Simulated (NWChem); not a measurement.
C$_{2}$H$_{5}$BFN; SMILES C=CB(N)F

```xyz
10

B     -0.0398    -0.5133     0.0026
F     -0.8750    -1.5599    -0.1796
C     -0.6528     0.9190     0.1346
C      0.0053     2.0601    -0.1093
H     -1.7060     0.9933     0.4134
H     -0.4620     3.0396    -0.0244
H      1.0488     2.0685    -0.4234
N      1.3375    -0.7802     0.0625
H      1.7109    -1.7122    -0.0521
H      2.0316    -0.0746     0.2568
```
Atoms are numbered in this order, from 1.

Program: NWChem. Structure relaxed at the B3LYP/6-31G* (spherical d) level. GIAO values for the isolated, static molecule; σ is the absolute isotropic shielding, δ = σ(reference) − σ with the isolated reference molecule computed at the same levels (11B: boron trifluoride, 13C: tetramethylsilane, 1H: tetramethylsilane, 15N: ammonia).

### Question
What does the run give for PBE/pcSseg-1? Quantities: δ B1 (ppm); δ C4 (ppm); δ H6 (ppm); δ H7 (ppm); δ N8 (ppm); δ H9 (ppm); δ H10 (ppm).

### Answer
| Item | Result |
|---|---|
| δ B1 (ppm) | 16.2 |
| δ C4 (ppm) | 139.3 |
| δ H6 (ppm) | 6.11 |
| δ H7 (ppm) | 6.02 |
| δ N8 (ppm) | 79.2 |
| δ H9 (ppm) | 2.81 |
| δ H10 (ppm) | 3.17 |
